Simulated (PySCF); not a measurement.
Constitutional and geometric isomers with formula C2H6N2. All species are isolated molecules in the gas phase. One relaxed conformer stands for each flexible species; it need not be the lowest. Strings in code marks are SMILES.

Quantity: electronic energy of isomers of C2H6N2 relative to `[H]/N=C(/C)N`, in eV.

Level 1: PBE/6-31G* // B3LYP-D3(BJ)/def2-TZVP (PySCF)
Level 2: frozen-core MP2/6-31G* // B3LYP-D3(BJ)/def2-TZVP (PySCF)
Level 3: HF/3-21G // B3LYP-D3(BJ)/def2-TZVP (PySCF)
Level 4: HF/6-31G* // B3LYP-D3(BJ)/def2-TZVP (PySCF)

```
species                            level 1  level 2  level 3  level 4
---------------------------------  -------  -------  -------  -------
`[H]/N=C\NC` (C–N–C–N torsion 6°)    0.329    0.423    0.385    0.403
`C=C(N)N`                             0.66      ___     0.44     0.67
`[H]/N=C\CN`                          0.81      ___      ___     0.76
`C=NCN`                                ___     0.85      ___     0.82
`C1NCN1`                              1.49     1.57     1.77     1.56
```

Problem. Fill in the missing entries.

Solution. 
- `C=C(N)N`, level 2: 0.73
- `[H]/N=C\CN`, level 2: 0.80
- `[H]/N=C\CN`, level 3: 0.91
- `C=NCN`, level 1: 0.86
- `C=NCN`, level 3: 0.93
